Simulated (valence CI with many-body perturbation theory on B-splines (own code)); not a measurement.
Sensitivity of CI+MBPT for K XIV

Computed by relativistic CI+MBPT: four valence electrons over a frozen Dirac-Fock core [He], radial functions for each j: 6 s, 6 p, 5 d, 3 f, 1 g, with the one-electron correlation potential Σ1, the two-electron term Σ2, the three-electron term Σ3, Breit, model QED; selected CI, second order for the rest, scaled by the run's own slope (own B-spline code, finite nucleus).

No measured levels were compared; by estimate levels of excited configurations hold to 0.05 to 0.15 % of their energy, terms of the ground configuration to about 0.5 %.

The reference run has the lowest level 2s2 2p2 3P_0 and an ionisation energy of 786.795 eV. Its largest variational space holds 11671 state functions.

| Level | Reference (cm⁻¹) | Shift (cm⁻¹) |
| --- | --- | --- |
| 2s2 2p2 3P_1 | 13236 | +3.0 |
| 2s2 2p2 3P_2 | 28232 | -2.4 |
| 2s2 2p2 1D_2 | 96287 | -77 |
| 2s2 2p2 1S_0 | 179499 | -128 |
| 2s 2p3 5S°_2 | 250194 | +38 |
| 2s 2p3 3D°_2 | 458936 | -109 |
| 2s 2p3 3D°_1 | 459655 | -109 |
| 2s 2p3 3D°_3 | 461145 | -108 |
| 2s 2p3 3P°_0 | 537826 | -144 |
| 2s 2p3 3P°_1 | 538465 | -143 |
| 2s 2p3 3P°_2 | 540362 | -142 |
| 2s 2p3 1D°_2 | 677263 | -170 |

The ionisation energy moves by +0.007 eV.

Problem. Which of these changes was made?
A. correlating orbitals by l 3 3 3 2 1 → 2 2 5 3 3
B. natural orbitals for correlation on → off
C. size limit of the variational space 10000 → 3000
D. cutoff of virtual states (hartree) 722 → 48.17

Solution. A. correlating orbitals by l 3 3 3 2 1 → 2 2 5 3 3.
